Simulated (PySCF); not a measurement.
C2HO2, charge -1, singlet, geometry from GFN2-xTB (in this run its highest filled SCF level lies above zero, so its values depend strongly on the basis, on diffuse functions most of all). Base run: TPSS/6-31G in PySCF.

PySCF was given this input:
```python
from pyscf import gto, scf, dft

mol = gto.M(
    atom='''
C     0.31713830    0.54782505   -0.19540831
C    -0.03599745   -0.70869134    0.06198081
O     0.81236598    1.62949696    0.08359265
O    -1.13968581   -1.34581562    0.02327185
H     0.93171368   -1.30425298   -0.05435090
''',
    basis='6-31g',
    charge=-1,
    verbose=4,
)

mf = dft.RKS(mol)
mf.xc = 'tpss'
mf.kernel()
```

The base run was repeated with changes; each row names its change, and settings that it needs were set with it.

```tsv
change	E (Eh)	HOMO (eV)	HOMO-LUMO gap (eV)	core-seconds (rough)
base	-227.15861	2.88	1.49	4
functional = b3lyp; dispersion = d4	-227.12507	1.88	3.18	3
functional = mn12l	-226.93253	2.32	2.36	4
functional = camb3lyp	-227.02117	0.37	6.18	6
functional = bp86	-227.13666	2.85	1.29	3
functional = pw6b95	-227.38195	1.52	3.83	4
functional = b3lyp5	-227.00856	1.98	3.18	2
functional = x3lyp	-227.03138	1.84	3.34	3
functional = wb97m_v	-227.04509	-0.50	8.14	100
functional = blyp	-227.08441	3.17	1.30	3
functional = pw91,pw91	-227.05856	2.94	1.27	3
functional = hf	-225.84632	-1.64	10.95	0.5
functional = m06	-227.00350	1.50	3.80	4
```

Absolute energies of different levels of theory aren't comparable as measures of quality.
